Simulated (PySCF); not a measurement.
An unknown is described by computed data only.

Formula: C4H6FNSi.

* UV, first state: lowest singlet excitation: 5.61 eV (221 nm, f = 0.310) [TDDFT wB97X-D/def2-SVPD]
* Rotational structure: rotational constants A, B, C: 3.133, 1.418, 1.147 GHz [GFN2-xTB]
* 13C NMR: chemical shifts (computed TMS as zero) by class: 167.5 (1 C), 120.4 (1 C), 98.1 (1 C), 91.7 (1 C) ppm [GIAO PBE0/pcSseg-1]
* Triplet: lowest triplet excitation (Tamm–Dancoff): 3.60 eV [TDA wB97X-D/def2-SVPD]
* Polarisability: 79.7 au [wB97X-D/def2-SVPD]
* Dipole: 2.88 D [wB97X-D/def2-SVPD]
* NMR, other nuclei: isotropic shieldings of nuclei other than C and H, by class: -68 (1 N), 421 (1 F), 418 (1 Si) ppm [GIAO PBE0/pcSseg-1]

Gas-phase values; electronic properties from PySCF, density fitting. Levels stand in brackets. Geometry: GFN2-xTB, one conformer, isolated molecule. NMR values are class means; diastereotopic atoms form classes of their own.

Task: Give a SMILES that accounts for the data.

Result: Numbering: `[N:1]#[C:2]/[CH:3]=[CH:4]\[C@H:5]([F:6])[SiH3:7]`. Its formula, C4H6FNSi, gives 3 degrees of unsaturation: 0 rings and 3 π bonds in the structure found. 4 carbons fall into 4 classes; from least to most shielded: alkene CH carbon [C4] (167.5 ppm), nitrile carbon [C2] (120.4 ppm), alkene CH carbon [C3] (98.1 ppm), sp3 C–F carbon [C5] (91.7 ppm). The other shieldings belong to: -68 ppm, nitrile nitrogen [N1]; 421 ppm, alkyl fluorine [F6]; 418 ppm, SiH3 silicon [Si7]. The optimised geometry has point group C1 and is an asymmetric top. Structure: `N#C/C=C\[C@H](F)[SiH3]`. Computed isomers that give other values at the same levels: `Fc1cccn1[SiH3]` (13C chemical shifts (computed TMS as zero) by class: 160.8 (1 C), 117.7 (1 C), 115.0 (1 C), 94.2 (1 C) ppm); `N#C[Si@@H]1C[C@H]1CF` (13C chemical shifts (computed TMS as zero) by class: 123.7 (1 C), 86.7 (1 C), 19.8 (1 C), 4.8 (1 C) ppm); `N#C[Si@@H]1C[C@@H]1CF` (13C chemical shifts (computed TMS as zero) by class: 122.2 (1 C), 87.6 (1 C), 17.9 (1 C), 1.9 (1 C) ppm). The assignments are read from this structure; whether some other isomer fits the data as well wasn't checked. The mirror image fits equally.

Shape of the structure used: `[N:1]#[C:2]/[CH:3]=[CH:4]\[C@H:5]([F:6])[SiH3:7]`: C3–C4–C5–F6 -160°.
